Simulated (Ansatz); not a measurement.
A run for Ansatz (a program for electronic structure): U-B3LYP/def2-TZVPP on SnS, a point of a bond scan (R = 7.113 Å). Elements past Kr take the def2 small-core potentials; no spin–orbit coupling.

Ansatz 0.2 input:
```yaml
crystal:
  periodic: [false, false, false]
  atoms:
    - {symbol: Sn, position_ang: [-0.00000000, -0.00000000, -0.53883850]}
    - {symbol: S, position_ang: [0.00000000, 0.00000000, 6.57382972]}
basis:
  gaussian:
    orbitals: def2-TZVPP
hamiltonian:
  xc: {name: B3LYP}
magnetization: {spin_polarized: true, initial_magnetization: 0}
```

It printed:

```
WARN ansatz: RAYON_NUM_THREADS=1 ignored (pool sized by the plan → 1); use --threads N
Functional definition: B3LYP
integrals: 0.02 GiB planned
728 factors; their error is unknown
mean field: 0.30 GiB planned
mean field evaluation 1: about -16641.0390 eV, gradient 3.2e1 eV
mean field evaluation 2: about -16305.5493 eV, gradient 8.5e1 eV
mean field evaluation 4: about -16643.8714 eV, gradient 2.4e1 eV
mean field evaluation 8: about -16643.8716 eV, gradient 2.4e1 eV
mean field evaluation 16: about -16663.7398 eV, gradient 2.0e-3 eV
mean field evaluation 32: about -16665.3886 eV, gradient 1.4e0 eV
mean field evaluation 64: about -16665.4308 eV, gradient 1.7e-3 eV
mean field evaluation 96: about -16665.4285 eV, gradient 1.2e-3 eV
mean field evaluation 128: about -16665.4291 eV, gradient 1.2e-2 eV
mean field evaluation 160: about -16665.8219 eV, gradient 6.9e-1 eV
mean field evaluation 192: about -16665.8971 eV, gradient 5.0e-1 eV
mean field evaluation 224: about -16665.8996 eV, gradient 5.5e-2 eV
mean field evaluation 256: about -16665.9064 eV, gradient 3.2e-1 eV
mean field evaluation 288: about -16665.3933 eV, gradient 1.2e0 eV
mean field evaluation 320: about -16660.2234 eV, gradient 1.6e1 eV
mean field evaluation 352: about -16665.8967 eV, gradient 1.1e-1 eV
mean field evaluation 384: about -16665.9035 eV, gradient 2.3e-2 eV
mean field -16665.90783273 eV, -612.4608162946 hartree, gradient 5.9e-6 eV, S^2 1.930695; 19 other end points of the search recorded, 0 dependent functions left out
reference -16665.90807503 eV, -612.4608251989 hartree; 19, 19 occupied and 73, 73 virtual orbitals, 728 factors
Total energy: -16665.90807503 eV, -612.4608251989 hartree
```

The run converged. Its determinant has ⟨S²⟩ = 1.93, a mixture of spin states.

Cost: around 90 core-seconds (rough).
